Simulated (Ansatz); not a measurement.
One change: `BO[SiH](C)Br` becomes `BO[SiH](C)C`.

Ansatz, PBE0-D4/def2-TZVP geometries, multiplicity 1. Each molecule was computed in one conformer, which needn't be the lowest.

Scalar relativity is left out up to krypton.

```
                                      property  `BO[SiH](C)Br`
           LUMO energy (B3LYP/def2-TZVPP) / eV           -0.96
         HOMO energy (ωB97M-V/def2-TZVPP) / eV          -10.62
           HOMO–LUMO gap (PBE/def2-TZVPP) / eV            5.33
size of the dipole moment (PBE/def2-TZVPP) / D            1.84
             LUMO energy (PBE/def2-TZVPP) / eV           -1.73
             HOMO energy (PBE/def2-TZVPP) / eV           -7.06
```

Question: What does the change do to each property? (Best estimate.)

Answer: The calculation gave: 
| property | `BO[SiH](C)C` | shift |
| --- | --- | --- |
| LUMO energy (B3LYP/def2-TZVPP) / eV | -0.70 | 0.26 |
| HOMO energy (ωB97M-V/def2-TZVPP) / eV | -10.43 | 0.19 |
| HOMO–LUMO gap (PBE/def2-TZVPP) / eV | 5.18 | -0.15 |
| size of the dipole moment (PBE/def2-TZVPP) / D | 1.84 | 0.00 |
| LUMO energy (PBE/def2-TZVPP) / eV | -1.44 | 0.29 |
| HOMO energy (PBE/def2-TZVPP) / eV | -6.63 | 0.43 |

With PBE0 the HOMO rises by 0.32 eV and the LUMO rises by 0.27 eV, so the gap narrows by about 0.05 eV. PBE moves the HOMO by 0.43 eV and ωB97M-V by 0.19 eV. Dipoles are sizes alone; their direction can turn.

B3LYP here is the variant with VWN-RPA as its local correlation; programs differ in this.

Spin–orbit coupling is left out; it splits and shifts lone-pair levels of the heavy atoms by tenths of an eV.
